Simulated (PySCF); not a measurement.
**Bond energies at HF/def2-TZVPP beside a composite method**

PySCF, lowest determinants of a PBE0 search. The composite is CCSD(T) extrapolated to the basis-set limit from two correlation-consistent sets, with core-valence (CV) and scalar-relativistic (SR) terms as its label shows; it has no spin–orbit coupling and nothing beyond (T).

```tsv
species	state (unpaired electrons)	De HF (eV)	De composite (eV)	composite	dissociates to
KCl	singlet (closed shell)	3.19	4.33	CCSD(T)/CBS(DT)+CV	K + Cl
RbH	singlet (closed shell)	0.75	1.79	CCSD(T)/CBS(TQ)	Rb + H
PO	doublet (π ↑)	2.67	6.16	CCSD(T)/CBS(TQ)+CV+SR	P + O
GeC	triplet (σ ↑, π ↑)	1.62	3.83	CCSD(T)/CBS(DT)	Ge + C
SeF	doublet (π ↑)	1.31	3.44	CCSD(T)/CBS(TQ)+CV	Se + F
Br2	singlet (closed shell)	0.67	2.23	CCSD(T)/CBS(TQ)	Br + Br
CaBr	doublet (σ ↑)	3.29	3.60	CCSD(T)/CBS(DT)	Ca + Br
InCl	singlet (closed shell)	3.40	4.61	CCSD(T)/CBS(DT)+CV	In + Cl
```

**Question.** Does HF bind more or less than the composite, by how much on average, and where is the difference largest?

**Answer.** HF/def2-TZVPP binds less on average, method and basis taken together: the mean signed difference is -1.64 eV and the mean absolute one 1.64 eV; it is largest for PO (-3.49 eV).

The molecules are drawn from runs that passed checks on state, spin purity and fit, so the hardest cases are missing and the errors look smaller than over all diatomics.

Correlated steps freeze the inner cores (5 to 19 orbitals); shallow outer-core shells are correlated. UHF and ROHF references stand side by side, which adds small steps between rows. Spin–orbit coupling is left out, which matters for elements this heavy, above all for dissociation energies. Where the molecule has an RHF reference, its open-shell atoms are computed with UHF. The CCSD T1 diagnostic is raised in GeC, a sign that a single reference may not be enough there. UHF is strongly spin-contaminated for GeC, so the ROHF reference used there is far from stable. States were picked by a PBE0 search and need not be the measured ground states.
